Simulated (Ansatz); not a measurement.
Consider the hydrogenolysis of the Si–Br bond: `OCN[SiH2]Br` + H₂ → `OCN[SiH3]` + HBr.

Gas-phase electronic energies from Ansatz, PBE0-D4/def2-TZVP geometries. CCSD(T)/CBS adds triple-zeta CCSD(T) − MP2 to the extrapolated MP2 energy (def2 sets, frozen cores). This one scheme is used for every species. DFT in def2-TZVPP. For Br outer-core shells are correlated without core-valence functions, which leaves a few kJ/mol of doubt a bond. Scalar relativity is left out up to krypton. Each species was taken in one conformer, which may not be the lowest.

CCSD(T)/CBS gives +0.90 eV.

Problem. Another level gave +0.85 eV. Which?
A. r2SCAN-D4/def2-TZVPP
B. ωB97X-V/def2-TZVPP
C. CCSD/def2-TZVPP
D. HF/def2-TZVPP

Solution. B. ωB97X-V 0.85, r2SCAN-D4 0.92, CCSD/def2-TZVPP 0.78, HF/def2-TZVPP 0.72 eV.

Largest T1 diagnostic among the species: 0.011.

The D4 term adds +0.10 eV with B3LYP and +0.05 eV with PBE0; it sums over pairs of atoms, weighted by their polarisabilities, and B3LYP, whose exchange is more repulsive, gets the larger term. In def2-TZVPP, CCSD(T) changes the Hartree–Fock value by +0.10 eV (the triples alone add +0.04 eV) and MP2 by +0.21 eV.

B3LYP here is the variant with VWN-RPA as its local correlation; programs differ in this.
